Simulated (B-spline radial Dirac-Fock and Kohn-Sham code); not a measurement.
## Relativistic shifts of the levels of Te⁵⁺

System: tellurium as Te⁵⁺, configuration [Kr] 4d10 5s1.

Both columns are ΔSCF binding energies of the configuration average from a radial B-spline solver: non-relativistic Hartree-Fock with a point nucleus, and Dirac-Fock with a finite nucleus and the Coulomb interaction alone, averaged over the two j levels with weights 2j+1.

| shell | Hartree-Fock (eV) | Dirac-Fock (eV) | shift (eV) | shift (%) |
| --- | --- | --- | --- | --- |
| 1s | 30771.9 | 31993.8 | +1221.82 | +3.97 |
| 2s | 4727.3 | 5028.5 | +301.22 | +6.37 |
| 2p | 4424.3 | 4512.9 | +88.63 | +2.00 |
| 3s | 1018.0 | 1082.5 | +64.49 | +6.33 |
| 3p | 890.6 | 910.7 | +20.19 | +2.27 |
| 3d | 655.9 | 647.6 | -8.28 | -1.26 |
| 4p | 188.7 | 192.3 | +3.55 | +1.88 |
| 4d | 109.8 | 108.2 | -1.58 | -1.44 |
| 5s | 66.67 | 69.02 | +2.35 | +3.53 |

Relativity binds 1s, 2s, 2p, 3s, 3p, 4p, 5s more strongly, among those listed most of all 2s in relative terms, and 3d, 4d more weakly, because the contracted s and p shells screen the nucleus better.

Values without a named source are computed, but for edge energies of neutral atoms, which are taken from tables.
